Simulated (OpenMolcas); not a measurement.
A calculation on Al+.

```
Program             : OpenMolcas 26.06
Method              : CASSCF
Basis               : ANO-RCC-VQZP [6s5p3d2f1g]
Scalar Hamiltonian  : DKH2, point nucleus
Active space        : 2 electrons in 8 orbitals (3s 3p 4s 4p)
State averaging     : 2S+1 = 3 even, 3 roots; 2S+1 = 1 even, 1 root; 2S+1 = 3 odd, 3 roots; 2S+1 = 1 odd, 3 roots
Spin-orbit coupling : RASSI with atomic mean-field integrals over the reference wave functions, term energies averaged over their components
```

**Question.** Which level of the active space comes out lowest?

**Answer.** 3s2 1S0, with 100 % of that term; it is also the measured ground level.

**Question.** How high does 3s 3p 3P* 2 lie?

**Answer.** 37604 cm-1 above the lowest level; measured 37578 cm-1 above the ground level, so the calculation is off by 0 %.

**Question.** How high does 3s 3p 1P* 1 lie?

**Answer.** 67769 cm-1 above the lowest level; measured 59852 cm-1 above the ground level, so the calculation is off by +13 %.

**Question.** How high does 3s 3p 3P* 1 lie?

**Answer.** 37501 cm-1 above the lowest level; measured 37454 cm-1 above the ground level, so the calculation is off by 0 %.

Measured values: NIST Handbook of Basic Atomic Spectroscopic Data.

Without dynamic correlation excited terms often stand tens of per cent too high (terms of higher spin than the ground term too low), and those without a measured partner can miss by more than the paired ones. Active for correlation alone: 4p 4s; no level in the range computed is led by a configuration that fills them, so any true level of that kind is missing. Measured partners are found by configuration, term and J. A level has none where our copy of the source lacks it or the pairing is in doubt (some pairs that miss far off the trend of their configuration count as doubtful), and it then counts in no deviation. Levels of configurations outside the active space are missing.

* marks odd parity.
